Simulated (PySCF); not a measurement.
## Excitation energy of Cl⁺ by level of theory

Cl⁺ [Ne] 3s2 3p4 (3P) → Cl⁺ [Ne] 3s1 3p5 (3P), as a difference of total energies. Computed with PySCF 2.14 in aug-cc-pV(T+d)Z with one added diffuse shell each of s, p, d, f type (7s6p5d3f, 71 functions), with the non-relativistic Hamiltonian (point nucleus). Correlated levels: valence: [Ne] frozen. The calculations carry no spin-orbit coupling.

Order these methods by the excitation energy they give, lowest first.
A. LDA
B. PBE
C. TPSS
D. MN15

D (11.952 eV), A (12.231 eV), B (12.293 eV), C (12.515 eV).

Errors of the correlated levels include the incompleteness of this basis and the frozen core.

For comparison: 11.573 eV (measured; NIST levels, between the centres of gravity of the two terms).
